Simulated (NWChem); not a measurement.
System meant: C₂H₇FOSi; SMILES CO[Si@H](C)F

The following NWChem deck was run.

```
start job
memory heap 200 mb stack 900 mb global 1100 mb
geometry units angstroms noautoz
  C     -0.134725     2.035903     0.501504
  O      0.064596     1.148748    -0.564544
  Si     0.126855    -0.497389    -0.481637
  C     -1.380067    -1.240771     0.311283
  F      1.407454    -0.931845     0.426606
  H      0.670189     1.961092     1.253348
  H     -1.100292     1.864617     1.011797
  H     -0.139653     3.064004     0.109271
  H      0.368199    -0.960969    -1.867562
  H     -1.303913    -2.339163     0.326664
  H     -2.291190    -0.968666    -0.243814
  H     -1.495057    -0.899665     1.351997
end
basis spherical
  * library def2-svp
end
dft
  xc xpbe96 cpbe96
  iterations 4
  mulliken
end
task dft energy
```

End of the output:

```
    Atom       Charge   Shell Charges
 -----------   ------   -------------------------------------------------------
    1 C    6     5.95   1.96  0.58  0.31  1.84  1.14  0.13
    2 O    8     8.23   1.97  0.90  0.59  2.76  1.99  0.02
    3 Si  14    13.45   2.00  1.93  0.62  0.29  5.81  1.23  0.86  0.70
    4 C    6     6.27   1.96  0.59  0.34  1.90  1.43  0.04
    5 F    9     9.19   1.98  1.02  0.77  3.21  2.22  0.01
    6 H    1     0.98   0.65  0.27  0.06
    7 H    1     0.99   0.65  0.27  0.06
    8 H    1     0.98   0.65  0.26  0.06
    9 H    1     1.10   0.65  0.43  0.02
   10 H    1     0.95   0.62  0.26  0.07
   11 H    1     0.95   0.62  0.27  0.07
   12 H    1     0.96   0.62  0.27  0.07

 center of mass
 --------------
 x =   0.13226937 y =  -0.05834469 z =  -0.03234933

 moments of inertia (a.u.)
 ------------------
         589.834082248672           0.000000000000          -0.000000000000
           0.000000000000         352.895967236971          -0.000000000000
          -0.000000000000          -0.000000000000         747.865508937827

     Multipole analysis of the density
     ---------------------------------

     L   x y z        total         alpha         beta         nuclear
     -   - - -        -----         -----         ----         -------
     0   0 0 0     -0.000000    -25.000000    -25.000000     50.000000

     1   1 0 0     -0.681457     -0.340728     -0.340728      0.000000
     1   0 1 0      0.163162      0.081581      0.081581      0.000000
     1   0 0 1      0.321122      0.160561      0.160561      0.000000

     2   2 0 0    -28.696186    -87.198117    -87.198117    145.700047
     2   1 1 0      1.193103     -5.498826     -5.498826     12.190756
     2   1 0 1     -0.408431      2.933493      2.933493     -6.275417
     2   0 2 0    -26.205354   -157.065426   -157.065426    287.925499
     2   0 1 1      1.843125     -3.613395     -3.613395      9.069915
     2   0 0 2    -28.410125    -45.611287    -45.611287     62.812449

 ------------------------------------------------------------------------
 dft energy failed                                                                                  0
 ------------------------------------------------------------------------
 ------------------------------------------------------------------------
  current input line :
    25: task dft energy
 ------------------------------------------------------------------------
 ------------------------------------------------------------------------
 This type of error is most commonly associated with calculations not reaching convergence criteria
 ------------------------------------------------------------------------
 For more information see the NWChem manual at https://nwchemgit.github.io

0:dft energy failed:Received an Error in Communication
```

Problem. What is wrong, and how is it mended?

Solution. Convergence was not reached. Cause: the SCF was allowed too few iterations. This input runs:
```
start job
memory heap 200 mb stack 900 mb global 1100 mb
geometry units angstroms noautoz
  C     -0.134725     2.035903     0.501504
  O      0.064596     1.148748    -0.564544
  Si     0.126855    -0.497389    -0.481637
  C     -1.380067    -1.240771     0.311283
  F      1.407454    -0.931845     0.426606
  H      0.670189     1.961092     1.253348
  H     -1.100292     1.864617     1.011797
  H     -0.139653     3.064004     0.109271
  H      0.368199    -0.960969    -1.867562
  H     -1.303913    -2.339163     0.326664
  H     -2.291190    -0.968666    -0.243814
  H     -1.495057    -0.899665     1.351997
end
basis spherical
  * library def2-svp
end
dft
  xc xpbe96 cpbe96
  iterations 150
  mulliken
end
task dft energy
```
It converges to -544.35340 Ha (PBE/def2-SVP).
